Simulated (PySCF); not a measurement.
**Co+ (cobalt, charge +1) across methods**

[Ar] 3d7 4p1, one real determinant (an excited configuration). Computed with PySCF 2.14 in aug-cc-pwCVTZ-DK with one added diffuse shell each of s, p, d, f, g type (11s10p8d5f4g, 152 functions), with the spin-free X2C one-electron Hamiltonian (Gaussian nucleus).

```tsv
method	E (hartree)	mean ε 3d α (eV)	mean ε 3d β (eV)	mean ε 4p α (eV)	Σ⟨r²⟩ (bohr²)	⟨S²⟩
UHF	-1391.45166	-29.440	-25.780	-10.818	29.35	6.004
LDA	-1390.077	-19.830	-17.113	-8.991	28.28	6.001
PBE	-1392.515	-19.546	-17.102	-8.941	28.49	6.001
PBE0	-1392.532	-22.166	-19.459	-9.523	28.52	6.002
r2SCAN	-1392.728	-19.911	-17.378	-9.060	28.25	6.003
```

⟨L²⟩ = 13.98 against 20 for a pure G term, so this real determinant mixes terms.
